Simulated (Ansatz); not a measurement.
Ansatz (a first-principles code) input (r2SCAN0/def2-TZVPD):

Ansatz 0.2 input:
```yaml
crystal:
  periodic: [false, false, false]
  atoms:
    - {symbol: Mo, position_ang: [-0.00399236, 0.02985171, 0.01808891]}
    - {symbol: Cl, position_ang: [1.85476294, -0.36262874, -1.18066912]}
    - {symbol: Cl, position_ang: [0.98807443, -1.02812309, 1.82278792]}
    - {symbol: Cl, position_ang: [-0.97731140, 0.94764567, -1.87155392]}
    - {symbol: Cl, position_ang: [-1.59866776, -1.55224762, 0.02033288]}
    - {symbol: Cl, position_ang: [-0.25699473, 1.92160250, 1.16441200]}
basis:
  gaussian:
    orbitals: def2-TZVPD
hamiltonian:
  xc: {name: r2SCAN0}
magnetization: {spin_polarized: true, initial_magnetization: 1}
output: {forces: true}
```

Output:

```
Functional definition: r2SCAN0
integrals: 0.41 GiB planned
1918 factors; their error is unknown
mean field: 3.91 GiB planned
mean field evaluation 1: about -64469.1561 eV, gradient 2.3e1 eV
mean field evaluation 2: about -64431.0998 eV, gradient 1.0e2 eV
mean field evaluation 4: about -64471.5761 eV, gradient 2.9e0 eV
mean field evaluation 8: about -64471.6144 eV, gradient 1.7e-1 eV
mean field evaluation 16: about -64471.8175 eV, gradient 2.7e-3 eV
mean field evaluation 32: about -64471.6999 eV, gradient 3.9e0 eV
mean field -64471.81746448 eV, -2369.2955912520 hartree, gradient 5.2e-6 eV, S^2 0.763482; 5 other end points of the search recorded, 0 dependent functions left out
the calculation of the forces begins
reference -64471.81750840 eV, -2369.2955928663 hartree; 50, 49 occupied and 220, 221 virtual orbitals, 1918 factors
Total energy: -64471.81750840 eV, -2369.2955928663 hartree
Atom 0 at    -0.003992     0.029852     0.018089 Å, force    -0.000110     0.000820     0.000497 eV/Å
Atom 1 at     1.854763    -0.362629    -1.180669 Å, force    -0.421303     0.085621     0.269924 eV/Å
Atom 2 at     0.988074    -1.028123     1.822788 Å, force    -0.184672     0.189588    -0.343225 eV/Å
Atom 3 at    -0.977311     0.947646    -1.871554 Å, force     0.183454    -0.180483     0.348743 eV/Å
Atom 4 at    -1.598668    -1.552248     0.020333 Å, force     0.362300     0.355553    -0.002590 eV/Å
Atom 5 at    -0.256995     1.921603     1.164412 Å, force     0.060330    -0.451100    -0.273348 eV/Å
Dipole moment:    -0.017338     0.129642     0.078558 e Å
```

The spin state was set by rule; other spins were not relaxed.
